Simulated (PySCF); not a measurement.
**Assignment exercise: C6H13BNP**

Molfile (atoms numbered from 1):
```
C6H13BNP
     RDKit          3D

 22 22  0  0  0  0  0  0  0  0999 V2000
   -1.3570   -1.5675    0.7235 C   0  0  0  0  0  0  0  0  0  0  0  0
   -1.1055   -0.0711    0.6578 C   0  0  2  0  0  0  0  0  0  0  0  0
   -1.6893    0.6439   -0.5941 C   0  0  0  0  0  0  0  0  0  0  0  0
   -0.3933    0.7540   -1.4296 C   0  0  0  0  0  0  0  0  0  0  0  0
    0.5958    0.4078    0.0808 P   0  0  1  0  0  0  0  0  0  0  0  0
    1.0075    1.9856    0.8776 C   0  0  0  0  0  0  0  0  0  0  0  0
    2.0813   -0.8149    0.0378 B   0  0  0  0  0  0  0  0  0  0  0  0
    1.6338   -1.9725   -0.9188 C   0  0  0  0  0  0  0  0  0  0  0  0
    1.2209   -2.7733   -1.6527 N   0  0  0  0  0  0  0  0  0  0  0  0
   -2.4249   -1.7570    0.9161 H   0  0  0  0  0  0  0  0  0  0  0  0
   -0.7768   -2.0342    1.5330 H   0  0  0  0  0  0  0  0  0  0  0  0
   -1.0791   -2.0765   -0.2108 H   0  0  0  0  0  0  0  0  0  0  0  0
   -1.3820    0.4056    1.6116 H   0  0  0  0  0  0  0  0  0  0  0  0
   -2.0847    1.6382   -0.3380 H   0  0  0  0  0  0  0  0  0  0  0  0
   -2.4999    0.0823   -1.0835 H   0  0  0  0  0  0  0  0  0  0  0  0
   -0.2062    1.6983   -1.9583 H   0  0  0  0  0  0  0  0  0  0  0  0
   -0.2601   -0.0840   -2.1310 H   0  0  0  0  0  0  0  0  0  0  0  0
    1.8304    2.4615    0.3253 H   0  0  0  0  0  0  0  0  0  0  0  0
    0.1408    2.6603    0.9051 H   0  0  0  0  0  0  0  0  0  0  0  0
    1.3499    1.7826    1.9028 H   0  0  0  0  0  0  0  0  0  0  0  0
    3.0039   -0.1540   -0.4152 H   0  0  0  0  0  0  0  0  0  0  0  0
    2.2703   -1.1523    1.1957 H   0  0  0  0  0  0  0  0  0  0  0  0
  1  2  1  0
  2  3  1  0
  3  4  1  0
  4  5  1  0
  5  6  1  0
  5  7  1  6
  7  8  1  0
  8  9  3  0
  5  2  1  0
  1 10  1  0
  1 11  1  0
  1 12  1  0
  2 13  1  1
  3 14  1  0
  3 15  1  0
  4 16  1  0
  4 17  1  0
  6 18  1  0
  6 19  1  0
  6 20  1  0
  7 21  1  0
  7 22  1  0
M  CHG  2   5   1   7  -1
M  END
```

- PBE0-D3(BJ)/def2-SVP geometry
- NMR shieldings at CAM-B3LYP/pcSseg-1/GIAO
- program: PySCF 2.14
- non-relativistic, in vacuum, rapidly exchanging positions averaged, one conformer

Scale: ¹³C (σ = 182.45 ppm), ¹H (σ = 31.33 ppm) vs TMS (reference shieldings calculated alike).

Q: Assign these signals to the numbered atoms. ¹³C{¹H} NMR (computed): δ 137.8, 34.9, 28.4, 17.4, 16.3, 10.0.

A: 
| δ (ppm) | atoms | environment | reason |
| --- | --- | --- | --- |
| 137.8 | C8 | nitrile carbon | – |
| 34.9 | C2 | sp3 CH bonded to P | – |
| 28.4 | C3 | sp3 CH2 in a ring | a saturated carbon with 2 carbon neighbours and no heteroatom attached |
| 17.4 | C4 | sp3 CH2 bonded to P | – |
| 16.3 | C1 | methyl carbon | a saturated carbon with 1 carbon neighbour and no heteroatom attached |
| 10.0 | C6 | methyl carbon bonded to P | – |

C4 and C1 lie closer than the usual error of such a calculation, so a measured spectrum could show them in the other order.

Q: Assign these signals to the numbered atoms. ¹H NMR (500 MHz, computed): δ 3.12 (m, 1H), 2.69 (m, 1H), 2.06 (m, 1H), 1.92 (m, 1H), 1.69 (m, 3H), 1.55 (m, 1H), 1.40 (br, 1H), 1.40 (m, 3H), 1.31 (br, 1H).

A: 
```tsv
δ (ppm)	atoms	environment	reason
3.12	H17	hydrogen on an sp3 CH2 bonded to P	–
2.69	H14	hydrogen on an sp3 CH2 in a ring	–
2.06	H15	hydrogen on an sp3 CH2 in a ring	–
1.92	H13	hydrogen on an sp3 CH bonded to P	–
1.69	H10/H11/H12	hydrogen on a methyl carbon	–
1.55	H16	hydrogen on an sp3 CH2 bonded to P	–
1.40	H22	hydrogen on a boron bonded to C, P	–
1.40	H18/H19/H20	hydrogen on a methyl carbon bonded to P	–
1.31	H21	hydrogen on a boron bonded to C, P	–
```

H22 and H18/H19/H20; H18/H19/H20 and H21 lie closer than the usual error of such a calculation, so a measured spectrum could show them in the other order.

Hydrogens on boron are broadened and split by ¹¹B (spin 3/2, 80 %) and 10B (spin 3). A carbon bonded to boron is broadened by the quadrupolar boron nucleus and is often missing from a measured spectrum. Splittings by ³¹P in the carbon and heteronuclear signals aren't shown, as no couplings were computed. Shifts are as computed, not scaled to solution data. Of 1211 compounds with measured shifts, 218 miss one by over three times the rms of a fit or turn the order of signals round; such compounds aren't used in these exercises. Multiplicities follow the n + 1 count of equivalent neighbours, as no J values were calculated; m marks all less simple cases, F and P coupling included.
